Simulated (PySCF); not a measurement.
Isomers of [C4H3F4O2]- (charge -1), one GFN2-xTB conformer each. Single-point energies are computed at PBE0/pcSseg-1 (PySCF, gas phase, no added dispersion term), electronic only.

| SMILES | GFN2-xTB relative energy (kJ/mol) |
| --- | --- |
| O=C([O-])CC(F)(F)C(F)F | 15.7 |
| O=C([O-])[C@@H](F)CC(F)(F)F | 0.0 |

Conformers: `[O:1]=[C:2]([O-:3])[CH2:4][C:5]([F:6])([F:7])[CH:8]([F:9])[F:10]` (charge -1) with O1–C2–C4–C5 41°, C2–C4–C5–F6 174°, C4–C5–C8–F9 -68°; `[O:1]=[C:2]([O-:3])[C@@H:4]([F:5])[CH2:6][C:7]([F:8])([F:9])[F:10]` (charge -1) with O1–C2–C4–F5 31°, C2–C4–C6–C7 151°.

Q: What does PBE0/pcSseg-1 give for the same structures?

A: 
```tsv
SMILES	PBE0/pcSseg-1 E (Eh)	PBE0/pcSseg-1 (kJ/mol)	GFN2-xTB (kJ/mol)	point group
O=C([O-])[C@@H](F)CC(F)(F)F	-703.37201	0.0	0.0	C1
O=C([O-])CC(F)(F)C(F)F	-703.36481	18.9	15.7	C1
```

Both levels put the same isomer lowest. Neighbours under 21 kJ/mol apart (O=C([O-])[C@@H](F)CC(F)(F)F and O=C([O-])CC(F)(F)C(F)F) can change places with a better method, another conformer or zero-point energy.
